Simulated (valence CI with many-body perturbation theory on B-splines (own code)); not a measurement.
# E1 transitions of Ho³⁶⁺

Calculated by relativistic CI+MBPT: three valence electrons over a frozen Dirac-Fock core [Ar] 3d10, a basis of 11 s, 11 p, 9 d, 7 f, 5 g, 2 h, 1 i functions for each j, with the one-electron correlation potential Σ1, the two-electron term Σ2, the three-electron term Σ3, Breit, model QED; selected CI, second order for the rest (own B-spline code, finite nucleus).

The last digits are not significant, and no measured levels were compared; by estimate large intervals hold to a few tenths of a per cent, small ones and those within an open d or f shell to about a per cent.

Lines 101 to 150 of 274 in falling wavelength, among levels below 3568.0 × 10³ cm⁻¹, chosen from the strongest by gf and those to the six lowest levels. Wavelengths and rates use the calculated energies. Electric multipoles are in the length gauge, E1 and E2 with the static RPA response of the core. Weak lines are less certain than strong ones. Lines between different terms over intervals too small for the method are left out, as are lines whose strength nearly cancels. The highest levels of a list are the least certain.

Levels are named by their leading jj configuration (3d3/2^4 stands for four electrons in 3d with j = 3/2), which in mixed levels can hold well under half, so a name can repeat and another be missing. Letters in brackets count levels of one name in rising energy.

```
λ vac (Å)                          Upper                       Lower   A (s⁻¹)  S (a.u.)
    87.53  (4p1/2 4p3/2 4d5/2) J=5/2 [a]  (4s 4p1/2 4d5/2) J=5/2 [b]  1.86e+10  3.69e-02
    87.34  (4p1/2 4p3/2 4d3/2) J=3/2 [b]      (4s 4p1/2 4d3/2) J=1/2  3.36e+10  4.41e-02
    86.89          (4p1/2^2 4d5/2) J=5/2       (4p1/2^2 4p3/2) J=3/2  1.18e+11  2.30e-01
    86.84  (4p1/2 4p3/2 4d3/2) J=5/2 [a]  (4s 4p1/2 4d3/2) J=3/2 [a]  3.58e+10  6.95e-02
    86.64  (4p1/2 4p3/2 4d3/2) J=3/2 [b]  (4s 4p1/2 4d3/2) J=3/2 [b]  5.14e+10  6.60e-02
    86.60          (4p1/2 4p3/2^2) J=1/2  (4s 4p1/2 4p3/2) J=3/2 [b]  2.38e+11  1.53e-01
    86.51     (4s 4p3/2 4d5/2) J=5/2 [b]          (4s 4p3/2^2) J=3/2  5.33e+10  1.02e-01
    86.43     (4s 4p3/2 4d5/2) J=5/2 [b]          (4s^2 4d5/2) J=5/2  8.12e+10  1.55e-01
    86.41     (4s 4p1/2 4p3/2) J=3/2 [b]          (4s^2 4p1/2) J=1/2  1.66e+11  2.11e-01
    86.38  (4p1/2 4p3/2 4d5/2) J=5/2 [b]  (4s 4p1/2 4d5/2) J=5/2 [b]  1.61e+11  3.07e-01
    86.25     (4s 4p3/2 4d5/2) J=3/2 [a]          (4s 4p3/2^2) J=5/2  1.56e+11  1.98e-01
    85.83  (4p1/2 4p3/2 4d5/2) J=3/2 [b]       (4p1/2 4p3/2^2) J=1/2  1.63e+11  2.04e-01
    85.78     (4s 4p1/2 4f5/2) J=5/2 [a]  (4s 4p1/2 4d5/2) J=5/2 [a]  3.60e+10  6.73e-02
    85.71          (4p1/2^2 4p3/2) J=3/2          (4s 4p1/2^2) J=1/2  1.06e+11  1.32e-01
    85.63  (4p1/2 4p3/2 4d3/2) J=1/2 [b]      (4s 4p1/2 4d3/2) J=1/2  1.13e+11  7.00e-02
    85.61     (4s 4p1/2 4d5/2) J=5/2 [b]      (4s 4p1/2 4p3/2) J=5/2  1.48e+11  2.75e-01
    85.58         (4s 4p1/2 4d5/2) J=7/2      (4s 4p1/2 4p3/2) J=5/2  1.36e+11  3.36e-01
    85.51  (4p1/2 4p3/2 4d5/2) J=3/2 [a]  (4s 4p1/2 4d5/2) J=3/2 [a]  1.99e+11  2.46e-01
    85.47     (4s 4p1/2 4d3/2) J=3/2 [b]  (4s 4p1/2 4p3/2) J=3/2 [a]  3.48e+10  4.29e-02
    85.40     (4s 4p3/2 4d5/2) J=3/2 [b]          (4s 4p3/2^2) J=3/2  3.97e+10  4.89e-02
    85.35      (4p1/2 4p3/2 4d5/2) J=1/2       (4p1/2 4p3/2^2) J=1/2  3.03e+11  1.86e-01
    85.33     (4s 4p3/2 4d5/2) J=3/2 [b]          (4s^2 4d5/2) J=5/2  2.87e+11  3.53e-01
    85.22  (4p1/2 4p3/2 4d5/2) J=5/2 [a]  (4s 4p1/2 4d5/2) J=3/2 [a]  4.80e+10  8.79e-02
    85.09  (4p1/2 4p3/2 4d3/2) J=3/2 [a]  (4s 4p1/2 4d3/2) J=3/2 [a]  1.19e+11  1.44e-01
    85.01     (4s 4p1/2 4f5/2) J=5/2 [a]  (4s 4p1/2 4d3/2) J=3/2 [b]  4.15e+10  7.55e-02
    84.96  (4p1/2 4p3/2 4d3/2) J=1/2 [b]  (4s 4p1/2 4d3/2) J=3/2 [b]  5.23e+10  3.16e-02
    84.80         (4s 4p1/2 4d3/2) J=1/2  (4s 4p1/2 4p3/2) J=3/2 [a]  7.27e+09  4.38e-03
    84.76         (4s 4p3/2 4d5/2) J=1/2          (4s 4p3/2^2) J=1/2  3.13e+11  1.88e-01
    84.75  (4p1/2 4p3/2 4d5/2) J=7/2 [b]  (4s 4p1/2 4d5/2) J=5/2 [a]  1.19e+11  2.85e-01
    84.74  (4p1/2 4p3/2 4d3/2) J=1/2 [a]  (4s 4p1/2 4d3/2) J=3/2 [a]  2.27e+11  1.36e-01
    84.73         (4s 4p1/2 4p3/2) J=1/2          (4s^2 4p1/2) J=1/2  3.54e+11  2.12e-01
    84.70     (4s 4p1/2 4d5/2) J=5/2 [a]  (4s 4p1/2 4p3/2) J=3/2 [a]  1.16e+11  2.08e-01
    84.70             (4s 4p3/2^2) J=1/2          (4s^2 4p3/2) J=3/2  2.49e+11  1.49e-01
    84.61     (4s 4p1/2 4d5/2) J=5/2 [c]  (4s 4p1/2 4p3/2) J=3/2 [b]  3.03e+11  5.44e-01
    84.58  (4p1/2 4p3/2 4d5/2) J=3/2 [a]  (4s 4p1/2 4d5/2) J=5/2 [a]  9.30e+10  1.11e-01
    84.30  (4p1/2 4p3/2 4d5/2) J=5/2 [a]  (4s 4p1/2 4d5/2) J=5/2 [a]  9.15e+10  1.62e-01
    84.19     (4s 4p1/2 4f5/2) J=5/2 [b]  (4s 4p1/2 4d5/2) J=5/2 [b]  3.07e+10  5.43e-02
    84.08     (4s 4p1/2 4d5/2) J=3/2 [b]      (4s 4p1/2 4p3/2) J=1/2  3.57e+11  4.19e-01
    83.96     (4s 4p1/2 4f7/2) J=7/2 [b]  (4s 4p1/2 4d5/2) J=5/2 [c]  3.39e+11  7.91e-01
    83.94     (4s 4p3/2 4d5/2) J=5/2 [a]          (4s 4p3/2^2) J=5/2  2.78e+11  4.86e-01
    83.83  (4p1/2 4p3/2 4d5/2) J=3/2 [a]  (4s 4p1/2 4d3/2) J=3/2 [b]  3.57e+10  4.15e-02
    83.79     (4s 4p1/2 4d5/2) J=3/2 [a]  (4s 4p1/2 4p3/2) J=3/2 [a]  1.61e+11  1.87e-01
    83.79         (4s 4p1/2 4f7/2) J=9/2      (4s 4p1/2 4d5/2) J=7/2  2.02e+11  5.87e-01
    83.78         (4s 4p1/2 4f7/2) J=5/2  (4s 4p1/2 4d5/2) J=3/2 [b]  4.62e+11  8.05e-01
    83.60     (4s 4p3/2 4d3/2) J=1/2 [b]          (4s^2 4d3/2) J=3/2  3.74e+11  2.16e-01
    83.45     (4s 4p1/2 4f7/2) J=7/2 [a]      (4s 4p1/2 4d5/2) J=7/2  7.88e+10  1.81e-01
    83.41     (4s 4p1/2 4f7/2) J=7/2 [a]  (4s 4p1/2 4d5/2) J=5/2 [b]  2.09e+11  4.79e-01
    83.28         (4s 4p1/2 4f5/2) J=7/2  (4s 4p1/2 4d5/2) J=5/2 [a]  4.70e+10  1.07e-01
    82.95     (4s 4p3/2 4d5/2) J=3/2 [b]          (4s 4p3/2^2) J=1/2  2.40e+11  2.70e-01
    82.65                (4p3/2^3) J=3/2          (4s 4p3/2^2) J=3/2  6.55e+11  7.30e-01
```
